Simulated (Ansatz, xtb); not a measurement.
## F2H5NSi2: which of two isomers lies lower

Structure a is `F[SiH2]N[SiH2]F`, a singlet and structure b is `F[SiH](F)N[SiH3]`, a singlet. Both are isolated molecules in the gas phase, relaxed with B3LYP-D3(BJ)/def2-SVP; the shapes shown needn't be the lowest conformers.

a (Å):

```tsv
atom	x (Å)	y (Å)	z (Å)
F	1.3765	0.2611	0.4761
F	2.1767	4.2161	1.8897
N	0.0238	2.5883	1.1969
Si	0.1614	1.2712	0.0816
Si	0.7477	4.1587	1.1107
H	-1.0808	0.4620	0.1214
H	0.4670	1.8351	-1.2534
H	-0.4411	2.3687	2.0775
H	-0.1324	5.1436	1.7850
H	1.0052	4.4631	-0.3157
```

b (Å):

```tsv
atom	x (Å)	y (Å)	z (Å)
F	0.2465	-2.2110	-1.3722
F	-2.0701	-1.3490	-1.9931
N	0.0942	0.1629	-2.7344
Si	-0.6009	-0.8430	-1.5416
Si	0.6642	1.8162	-2.5916
H	-0.6868	-0.1427	-0.2517
H	0.1902	-0.2573	-3.6592
H	0.4362	2.2301	-1.1810
H	2.1160	1.9180	-2.9174
H	-0.0799	2.7267	-3.5090
```

**Question.** Which of the two would you expect CCSD(T)/def2-SVP + ΔMP2/def2-TZVPP electronic energies to favour?

**Answer.** Too close to call at this level: CCSD(T)/def2-SVP + ΔMP2/def2-TZVPP gives E(b) − E(a) = −5.78 kJ/mol.

The same difference at several levels:

```json
{"level": "B3LYP-D3(BJ)/def2-SVP", "geometry": "B3LYP-D3(BJ)/def2-SVP", "E(b) − E(a) (kJ/mol)": "−5.16", "departure from the last row (kJ/mol)": "+0.62", "job, with rough time for the two": "optimisation, 54 s"}
{"level": "HF/def2-SVP", "geometry": "B3LYP-D3(BJ)/def2-SVP", "E(b) − E(a) (kJ/mol)": "−6.73", "departure from the last row (kJ/mol)": "−0.94", "job, with rough time for the two": "part of the CCSD(T) run"}
{"level": "MP2/def2-SVP", "geometry": "B3LYP-D3(BJ)/def2-SVP", "E(b) − E(a) (kJ/mol)": "−6.29", "departure from the last row (kJ/mol)": "−0.51", "job, with rough time for the two": "part of the CCSD(T) run"}
{"level": "CCSD(T)/def2-SVP", "geometry": "B3LYP-D3(BJ)/def2-SVP", "E(b) − E(a) (kJ/mol)": "−6.76", "departure from the last row (kJ/mol)": "−0.97", "job, with rough time for the two": "single point"}
{"level": "CCSD(T)/def2-SVP + ΔMP2/def2-TZVPP", "geometry": "B3LYP-D3(BJ)/def2-SVP", "E(b) − E(a) (kJ/mol)": "−5.78", "departure from the last row (kJ/mol)": "", "job, with rough time for the two": "single point, 16 s"}
```

As drawn, both hold the same kinds of bond in the same numbers.

The largest departure from CCSD(T)/def2-SVP + ΔMP2/def2-TZVPP is that of CCSD(T)/def2-SVP, 0.97 kJ/mol. Levels run at GFN2-xTB geometries aren't shown. The last row adds to CCSD(T) the change of the MP2 difference between the two basis sets, here +0.97 kJ/mol.

With harmonic frequencies from B3LYP-D3(BJ)/def2-SVP (ideal gas, rigid rotor, one conformer each, 298.15 K, 1 atm): on the last row, ΔE + ΔZPE = −8.46 kJ/mol. A mode under 50 cm⁻¹ makes harmonic enthalpies and free energies unreliable, so none is given.

The correlated steps freeze 13 core orbitals. Codes used: Ansatz 0.2.0; the last row on 2 threads of Intel(R) Xeon(R) 6975P-C (Granite Rapids) on a shared host.
